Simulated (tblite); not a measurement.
Compound: C₆H₁₃BSi.
SMILES with atom numbers: `[CH2:1]=[CH:2]/[CH:3]=[C:4](/[CH3:5])[B:6]([CH3:7])[SiH3:8]` (hydrogens: H9, H10 on C1; H11 on C2; H12 on C3; H13, H14, H15 on C5; H16, H17, H18 on C7; H19, H20, H21 on Si8)

Computed with GFN2-xTB (tblite), gas phase: L-BFGS steps from a force-field or distance-geometry start until the largest atomic force falls under 0.01 eV/Å.

Step 16: E = -608.2865 eV
```
atom  x, y, z in Å  |  force x, y, z in eV/Å
C1      3.2153   -1.0696    0.6117    0.000   0.013   0.001
C2      1.9926   -0.7749    0.1751   -0.006   0.006  -0.019
C3      1.3975    0.5305    0.3016   -0.020   0.008  -0.015
C4      0.1259    0.8343   -0.0313   -0.044   0.024   0.072
C5     -0.3004    2.2839    0.0602    0.004  -0.020  -0.003
B6     -1.0004   -0.1648   -0.4146   -0.047   0.047  -0.032
C7     -2.0257    0.2046   -1.5609   -0.004   0.004  -0.008
Si8    -1.4235   -1.6904    0.7641    0.000   0.017  -0.020
H9      3.6369   -2.0546    0.5098    0.006   0.011   0.008
H10     3.8304   -0.3283    1.0953    0.036  -0.004  -0.015
H11     1.3973   -1.5340   -0.3135   -0.009  -0.005   0.025
H12     2.0612    1.3114    0.6623   -0.013  -0.025  -0.028
H13     0.2809    2.8214    0.8076    0.017  -0.017  -0.022
H14    -1.3558    2.3735    0.3086    0.016  -0.002   0.011
H15    -0.1427    2.7682   -0.9040   -0.020   0.003  -0.010
H16    -2.4354   -0.6699   -2.0657    0.030   0.004  -0.005
H17    -2.8823    0.6871   -1.0818    0.011  -0.013   0.002
H18    -1.6689    0.8962   -2.3231    0.062  -0.018   0.039
H19    -1.5105   -1.2812    2.1733   -0.009   0.010   0.050
H20    -2.7238   -2.3132    0.4694   -0.046  -0.008  -0.008
H21    -0.4775   -2.8132    0.7554    0.036  -0.036  -0.022
```

Step 17: E = -608.2875 eV
```
atom  x, y, z in Å  |  force x, y, z in eV/Å
C1      3.2169   -1.0686    0.6116   -0.027   0.019  -0.014
C2      1.9935   -0.7748    0.1754   -0.018   0.028  -0.021
C3      1.3974    0.5311    0.2989   -0.021   0.016   0.013
C4      0.1244    0.8340   -0.0303   -0.036   0.042   0.060
C5     -0.3001    2.2854    0.0602    0.012  -0.059   0.004
B6     -1.0038   -0.1640   -0.4127   -0.028   0.018  -0.012
C7     -2.0246    0.2045   -1.5623    0.003   0.007   0.005
Si8    -1.4263   -1.6923    0.7653    0.011   0.036  -0.022
H9      3.6342   -2.0553    0.5096    0.025   0.016   0.019
H10     3.8333   -0.3258    1.0917    0.033  -0.020  -0.018
H11     1.3972   -1.5357   -0.3106    0.001   0.010   0.033
H12     2.0587    1.3152    0.6608   -0.019  -0.061  -0.050
H13     0.2846    2.8218    0.8054    0.016  -0.012  -0.019
H14    -1.3544    2.3746    0.3129    0.012   0.008   0.006
H15    -0.1441    2.7687   -0.9047   -0.026   0.000  -0.009
H16    -2.4340   -0.6685   -2.0693    0.039  -0.003  -0.014
H17    -2.8825    0.6866   -1.0866   -0.005   0.003   0.011
H18    -1.6621    0.8975   -2.3199    0.053  -0.016   0.017
H19    -1.5117   -1.2869    2.1756   -0.008   0.015   0.050
H20    -2.7260   -2.3162    0.4730   -0.054  -0.010  -0.015
H21    -0.4793   -2.8142    0.7552    0.037  -0.036  -0.026
```

Q: Estimate the geometry and energy of step 18. (The exact step hangs on the optimiser's Hessian estimate; all steps are aligned on step 17, rigid shifts and turns removed.)

A: E = -608.2886 eV, largest force 0.102 eV/Å
```
atom  x, y, z in Å  |  force x, y, z in eV/Å
C1      3.2181   -1.0671    0.6113   -0.045   0.022  -0.027
C2      1.9942   -0.7742    0.1755   -0.026   0.040  -0.015
C3      1.3966    0.5319    0.2959   -0.024   0.012   0.039
C4      0.1219    0.8339   -0.0280   -0.023   0.038   0.032
C5     -0.2997    2.2863    0.0603    0.011  -0.068   0.011
B6     -1.0080   -0.1627   -0.4105   -0.002  -0.021   0.023
C7     -2.0234    0.2045   -1.5637    0.010   0.010   0.016
Si8    -1.4293   -1.6939    0.7663    0.014   0.032  -0.008
H9      3.6315   -2.0557    0.5097    0.037   0.025   0.027
H10     3.8371   -0.3234    1.0872    0.025  -0.032  -0.022
H11     1.3973   -1.5376   -0.3066    0.005   0.021   0.036
H12     2.0555    1.3184    0.6583   -0.012  -0.079  -0.064
H13     0.2890    2.8221    0.8026    0.016  -0.003  -0.012
H14    -1.3524    2.3760    0.3179    0.003   0.019   0.003
H15    -0.1463    2.7691   -0.9055   -0.031  -0.010  -0.005
H16    -2.4318   -0.6670   -2.0735    0.046  -0.009  -0.023
H17    -2.8829    0.6860   -1.0918   -0.019   0.020   0.016
H18    -1.6532    0.8985   -2.3157    0.038  -0.008  -0.011
H19    -1.5132   -1.2928    2.1790   -0.007   0.014   0.032
H20    -2.7295   -2.3195    0.4765   -0.042  -0.003  -0.017
H21    -0.4806   -2.8158    0.7543    0.024  -0.020  -0.031
```

The energy changes by -0.0011 eV. The first-order estimate −F·Δx gives -0.0015 eV and the mean of the old and new forces, exact on a quadratic surface, -0.0011 eV. The step makes an angle of 71° with the force vector and moves no atom by more than 0.010 Å.

The cost below is that of the whole relaxation. On an Arm Neoverse V1 with one thread (shared host), this took 1.3 s.
